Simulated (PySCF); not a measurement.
SMILES [Ge]([OH])([GeH3])([OH])[OH] (H₆Ge₂O₃) at its PBE0/def2-SVP optimised geometry (Å):

```
11

O     -0.6512    -3.1317     2.1245
Ge    -1.3053    -1.4853     1.9775
O     -0.8482    -0.6246     3.4637
O     -3.0766    -1.6359     1.9889
Ge    -0.5093    -0.3559     0.0000
H     -1.3668    -3.7758     2.1905
H     -0.3975    -1.2211     4.0740
H     -3.4435    -1.2699     2.8029
H     -1.0266    -1.0907    -1.2464
H      1.0272    -0.3559     0.0000
H     -1.0272     1.0907     0.0000
```

Calculation: PBE0/def2-TZVP run with PySCF 2.14.0. Cells within 0.4 Å of a nucleus heavier than hydrogen are left out (blank, or x).

Map of the electrostatic potential (hartree/e), clipped to [-0.08, 0.12] on the plane z = 0.0 Å:

```
|111111111111111111111111111|
|111111111111111111111111111|
|111111111111111111111111111|
|111111111111111111111111111|
|111111122222111111111111111|
|111111223332221111111111111|
|111112245764322211111111111|
|111112379998432222111111111|
|111122499999743322111111111|
|111123599999975432211111111|
|111223599999999643222111111|
|111223699999999965432211111|
|111235899999999999953221111|
|11123699999x999999994221111|
|0112469999xxx99999995321111|
|0112469999xxx99999995321111|
|001236999999999999984221111|
|001235899999999998643211111|
|001234699999999964322111111|
|001124568999999643221111111|
|000123456788875432211111111|
|001123344555543322111111111|
|001122333333332211111111111|
|001122222222211111111111111|
|001112222211111111111111111|
|011112221111000000111111111|
|111111111110000000011111111|
```
Scale: ten equal steps from -0.024 (start of '0') to 0.120 (end of '9'), in the order '0123456789'; x runs from -3.50 to 3.50, y from -3.50 (bottom) to 3.50 (top).
